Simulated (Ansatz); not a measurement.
# Abstraction of F: NOF + Ge(CH3)F2 → NO + Ge(CH3)F3

Species: NOF (nitrosyl fluoride) `O=NF`, singlet; Ge(CH3)F2, doublet; NO (nitric oxide), doublet; Ge(CH3)F3, singlet. A radical takes F: the energy is the difference in strength between the N–F bond broken and the Ge–F bond made.

Shapes, held fixed at every level: PBE0-D4/def2-TZVP. Programs: Ansatz 0.2.0. The zero-point and thermal change to 298 K, harmonic and unscaled (PBE0-D4/def2-TZVP), is +2.4 kJ/mol.

Estimate ΔH(298 K) of this reaction.

The highest level, CCSD(T)/def2-TZVPP, gives ΔH(298 K) = -314.1 kJ/mol; the levels span -393.0 to -263.4. The column of differences is taken from that level and isn't an error. No measured value is set beside it here. Open shells run unrestricted unless RO is named. Relativity is left out for Ge unless named. Correlated rows may include outer-core shells of Ge, which these sets cover unevenly. Times are processor times on shared x86 and Arm servers, and rough.

```
               level                    kind  ΔH(298 K) (kJ/mol)  less CCSD(T)/def2-TZVPP  CPU time (sum over the molecules)
       HF/def2-TZVPP            Hartree–Fock              -393.0                    -78.9                                  –
r2SCAN-D4/def2-TZVPP                meta-GGA              -263.4                    +50.7                               31 s
  PBE0-D4/def2-TZVPP           global hybrid              -278.7                    +35.4                               19 s
  wB97M-V/def2-TZVPP  range-separated hybrid              -290.1                    +24.0                               59 s
  wB97X-V/def2-TZVPP  range-separated hybrid              -301.5                    +12.6                               51 s
       CCSD/def2-SVP   coupled cluster or CI              -341.4                    -27.3                                  –
  CCSD(T)/def2-TZVPP   coupled cluster or CI              -314.1                      0.0                            3.8 min
```
